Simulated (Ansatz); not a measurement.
Geometry optimisation of LiB₇⁻.

```yaml
crystal:
  periodic: [false, false, false]
  atoms:
    - {symbol: Li, position_ang: [2.103830, 1.968530, 0.228550]}
    - {symbol: B, position_ang: [0.654070, -1.538790, 0.041380]}
    - {symbol: B, position_ang: [-1.285140, 0.846670, -0.333200]}
    - {symbol: B, position_ang: [1.205420, -0.128270, -0.352600]}
    - {symbol: B, position_ang: [-0.211740, -0.137790, 0.537370]}
    - {symbol: B, position_ang: [-0.862260, -1.741750, 0.211630]}
    - {symbol: B, position_ang: [-1.841080, -0.558080, 0.035170]}
    - {symbol: B, position_ang: [0.236890, 1.289470, -0.368290]}
basis:
  gaussian: {orbitals: def2-SVPD}
total_charge: -1
magnetization: {spin_polarized: true, initial_magnetization: 1}
hamiltonian: {xc: {name: B3LYP}, dispersion: d4}
scf: {lower_state_search: "off"}
output: {orbitals: {seedname: orbitals}}
relax: {f_tol: 0.02, max_steps: 100}
```

```sh
$ ansatz run in.yaml --threads 4 --pin off --events-out ev --progress --plain --max-ram 4787MiB
```

Output, abridged:

```
Functional definition: B3LYP
mean field -4929.79210985 eV, -181.1665185038 hartree, gradient 9.1e-6 eV, S^2 0.769958; 0 other end points of the search recorded, 0 dependent functions left out
relax step   1: F+E_penalty+E_count = -4930.30309544 eV  Δ(F+E_penalty+E_count) = +0.000e0 eV  max|allowed force component| = 1.659e0 eV/Å  Δτ_max = 0.0000 Å  (28 SCF iters, accepted)
mean field -4930.02677530 eV, -181.1751423000 hartree, gradient 1.8e-6 eV, S^2 0.770061; 0 other end points of the search recorded, 0 dependent functions left out
relax step   2: F+E_penalty+E_count = -4930.53459838 eV  Δ(F+E_penalty+E_count) = -2.315e-1 eV  max|allowed force component| = 9.321e-1 eV/Å  Δτ_max = 0.0621 Å  (36 SCF iters, accepted)
mean field -4930.15227264 eV, -181.1797542422 hartree, gradient 3.2e-6 eV, S^2 0.770028; 0 other end points of the search recorded, 0 dependent functions left out
relax step   3: F+E_penalty+E_count = -4930.65779328 eV  Δ(F+E_penalty+E_count) = -1.232e-1 eV  max|allowed force component| = 3.849e-1 eV/Å  Δτ_max = 0.0926 Å  (34 SCF iters, accepted)
mean field -4930.10738803 eV, -181.1781047633 hartree, gradient 6.6e-6 eV, S^2 0.791708; 0 other end points of the search recorded, 0 dependent functions left out
relax step   4: F+E_penalty+E_count = -4930.61343755 eV  Δ(F+E_penalty+E_count) = +4.436e-2 eV  max|allowed force component| = 7.021e-1 eV/Å  Δτ_max = 0.2000 Å  (41 SCF iters, rejected (line search))
mean field -4930.19010401 eV, -181.1811445196 hartree, gradient 1.5e-6 eV, S^2 0.772856; 0 other end points of the search recorded, 0 dependent functions left out
relax step   5: F+E_penalty+E_count = -4930.69505877 eV  Δ(F+E_penalty+E_count) = -3.727e-2 eV  max|allowed force component| = 2.269e-1 eV/Å  Δτ_max = 0.0973 Å  (38 SCF iters, accepted)
mean field -4930.19769304 eV, -181.1814234110 hartree, gradient 1.8e-6 eV, S^2 0.772579; 0 other end points of the search recorded, 0 dependent functions left out
relax step   6: F+E_penalty+E_count = -4930.70295204 eV  Δ(F+E_penalty+E_count) = -7.893e-3 eV  max|allowed force component| = 7.438e-2 eV/Å  Δτ_max = 0.0584 Å  (35 SCF iters, accepted)
mean field -4930.20257812 eV, -181.1816029345 hartree, gradient 1.6e-6 eV, S^2 0.771224; 0 other end points of the search recorded, 0 dependent functions left out
relax step   7: F+E_penalty+E_count = -4930.70855963 eV  Δ(F+E_penalty+E_count) = -5.608e-3 eV  max|allowed force component| = 9.444e-2 eV/Å  Δτ_max = 0.1092 Å  (35 SCF iters, accepted)
mean field -4930.20425669 eV, -181.1816646208 hartree, gradient 2.3e-6 eV, S^2 0.768834; 0 other end points of the search recorded, 0 dependent functions left out
relax step   8: F+E_penalty+E_count = -4930.71226798 eV  Δ(F+E_penalty+E_count) = -3.708e-3 eV  max|allowed force component| = 1.625e-1 eV/Å  Δτ_max = 0.1353 Å  (34 SCF iters, accepted)
mean field -4930.20792712 eV, -181.1817995067 hartree, gradient 2.2e-6 eV, S^2 0.765694; 0 other end points of the search recorded, 0 dependent functions left out
relax step   9: F+E_penalty+E_count = -4930.71818843 eV  Δ(F+E_penalty+E_count) = -5.920e-3 eV  max|allowed force component| = 2.723e-1 eV/Å  Δτ_max = 0.1936 Å  (35 SCF iters, accepted)
mean field -4930.22897215 eV, -181.1825728971 hartree, gradient 3.3e-6 eV, S^2 0.763804; 0 other end points of the search recorded, 0 dependent functions left out
relax step  10: F+E_penalty+E_count = -4930.74344294 eV  Δ(F+E_penalty+E_count) = -2.525e-2 eV  max|allowed force component| = 1.913e-1 eV/Å  Δτ_max = 0.1907 Å  (33 SCF iters, accepted)
mean field -4930.27217949 eV, -181.1841607379 hartree, gradient 8.4e-6 eV, S^2 0.763486; 0 other end points of the search recorded, 0 dependent functions left out
relax step  11: F+E_penalty+E_count = -4930.78972785 eV  Δ(F+E_penalty+E_count) = -4.628e-2 eV  max|allowed force component| = 1.735e-1 eV/Å  Δτ_max = 0.1946 Å  (32 SCF iters, accepted)
mean field -4930.32221387 eV, -181.1859994674 hartree, gradient 5.6e-6 eV, S^2 0.762967; 0 other end points of the search recorded, 0 dependent functions left out
relax step  12: F+E_penalty+E_count = -4930.84273429 eV  Δ(F+E_penalty+E_count) = -5.301e-2 eV  max|allowed force component| = 2.251e-1 eV/Å  Δτ_max = 0.1950 Å  (33 SCF iters, accepted)
mean field -4930.38749490 eV, -181.1883985010 hartree, gradient 2.4e-6 eV, S^2 0.761370; 0 other end points of the search recorded, 0 dependent functions left out
relax step  13: F+E_penalty+E_count = -4930.90537390 eV  Δ(F+E_penalty+E_count) = -6.264e-2 eV  max|allowed force component| = 4.771e-1 eV/Å  Δτ_max = 0.1906 Å  (37 SCF iters, accepted)
mean field -4930.48890768 eV, -181.1921253519 hartree, gradient 1.9e-6 eV, S^2 0.759886; 0 other end points of the search recorded, 0 dependent functions left out
relax step  14: F+E_penalty+E_count = -4930.99791077 eV  Δ(F+E_penalty+E_count) = -9.254e-2 eV  max|allowed force component| = 5.618e-1 eV/Å  Δτ_max = 0.1959 Å  (37 SCF iters, accepted)
mean field -4930.58747290 eV, -181.1957475568 hartree, gradient 1.9e-6 eV, S^2 0.760158; 0 other end points of the search recorded, 0 dependent functions left out
relax step  15: F+E_penalty+E_count = -4931.11939282 eV  Δ(F+E_penalty+E_count) = -1.215e-1 eV  max|allowed force component| = 7.088e-1 eV/Å  Δτ_max = 0.1950 Å  (38 SCF iters, accepted)
mean field -4930.86668922 eV, -181.2060085672 hartree, gradient 4.7e-6 eV, S^2 0.763292; 0 other end points of the search recorded, 0 dependent functions left out
relax step  16: F+E_penalty+E_count = -4931.37016634 eV  Δ(F+E_penalty+E_count) = -2.508e-1 eV  max|allowed force component| = 1.000e0 eV/Å  Δτ_max = 0.1950 Å  (34 SCF iters, accepted)
mean field -4931.16111930 eV, -181.2168286733 hartree, gradient 1.8e-6 eV, S^2 0.773155; 0 other end points of the search recorded, 0 dependent functions left out
relax step  17: F+E_penalty+E_count = -4931.66280299 eV  Δ(F+E_penalty+E_count) = -2.926e-1 eV  max|allowed force component| = 1.033e0 eV/Å  Δτ_max = 0.1955 Å  (40 SCF iters, accepted)
mean field -4931.33178420 eV, -181.2231004927 hartree, gradient 1.4e-6 eV, S^2 0.792602; 0 other end points of the search recorded, 0 dependent functions left out
relax step  18: F+E_penalty+E_count = -4931.81963229 eV  Δ(F+E_penalty+E_count) = -1.568e-1 eV  max|allowed force component| = 6.826e-1 eV/Å  Δτ_max = 0.1949 Å  (39 SCF iters, accepted)
mean field -4931.17605752 eV, -181.2173776427 hartree, gradient 4.8e-6 eV, S^2 0.779976; 0 other end points of the search recorded, 0 dependent functions left out
relax step  19: F+E_penalty+E_count = -4931.66505711 eV  Δ(F+E_penalty+E_count) = +1.546e-1 eV  max|allowed force component| = 8.487e-1 eV/Å  Δτ_max = 0.1994 Å  (32 SCF iters, rejected (line search))
mean field -4931.39187637 eV, -181.2253088390 hartree, gradient 1.5e-6 eV, S^2 0.784915; 0 other end points of the search recorded, 0 dependent functions left out
relax step  20: F+E_penalty+E_count = -4931.87799909 eV  Δ(F+E_penalty+E_count) = -5.837e-2 eV  max|allowed force component| = 1.699e-1 eV/Å  Δτ_max = 0.0633 Å  (34 SCF iters, accepted)
mean field -4931.38067342 eV, -181.2248971385 hartree, gradient 2.0e-6 eV, S^2 0.784059; 0 other end points of the search recorded, 0 dependent functions left out
relax step  21: F+E_penalty+E_count = -4931.86590381 eV  Δ(F+E_penalty+E_count) = +1.210e-2 eV  max|allowed force component| = 4.666e-1 eV/Å  Δτ_max = 0.0488 Å  (41 SCF iters, rejected (line search))
mean field -4931.39864265 eV, -181.2255574954 hartree, gradient 2.1e-6 eV, S^2 0.785850; 0 other end points of the search recorded, 0 dependent functions left out
relax step  22: F+E_penalty+E_count = -4931.88390473 eV  Δ(F+E_penalty+E_count) = -5.906e-3 eV  max|allowed force component| = 4.230e-2 eV/Å  Δτ_max = 0.0235 Å  (35 SCF iters, accepted)
mean field -4931.39979742 eV, -181.2255999325 hartree, gradient 2.6e-6 eV, S^2 0.786282; 0 other end points of the search recorded, 0 dependent functions left out
relax step  23: F+E_penalty+E_count = -4931.88472464 eV  Δ(F+E_penalty+E_count) = -8.199e-4 eV  max|allowed force component| = 2.233e-2 eV/Å  Δτ_max = 0.0176 Å  (31 SCF iters, accepted)
mean field -4931.39977065 eV, -181.2255989486 hartree, gradient 2.7e-6 eV, S^2 0.786150; 0 other end points of the search recorded, 0 dependent functions left out
relax step  24: F+E_penalty+E_count = -4931.88478860 eV  Δ(F+E_penalty+E_count) = -6.396e-5 eV  max|allowed force component| = 1.080e-2 eV/Å  Δτ_max = 0.0022 Å  (26 SCF iters, accepted)
Total energy: -4931.88501898 eV, -181.2434314958 hartree
Atom 0 at     0.700400     0.744111     1.112961 Å, force    -0.002663    -0.001704    -0.001220 eV/Å
Atom 1 at     0.959612    -1.279639     0.074531 Å, force     0.001461    -0.002287     0.002392 eV/Å
Atom 2 at    -1.080634     1.150906    -0.267179 Å, force    -0.003922     0.003648     0.003302 eV/Å
Atom 3 at     1.284319    -0.044292    -0.955076 Å, force     0.010799    -0.007313    -0.001231 eV/Å
Atom 4 at    -0.305169    -0.324279    -0.484944 Å, force     0.002667     0.000691    -0.002631 eV/Å
Atom 5 at    -0.398638    -1.304594     0.898598 Å, force     0.003556    -0.005878     0.001075 eV/Å
Atom 6 at    -1.405725    -0.084337     0.762747 Å, force    -0.004321     0.006784     0.000676 eV/Å
Atom 7 at     0.245826     1.142114    -1.141629 Å, force    -0.007577     0.006060    -0.002362 eV/Å
Dipole moment:     0.299198     0.317780     0.475250 e Å
Checks for a lower state left out: stability, starts, cluster_reference, orbital_swaps, neighbouring_geometries, increment
```

Run time 87 s (4 threads of Arm Neoverse V1 on a shared host).

The structure comes from a short search, and lower isomers may exist.
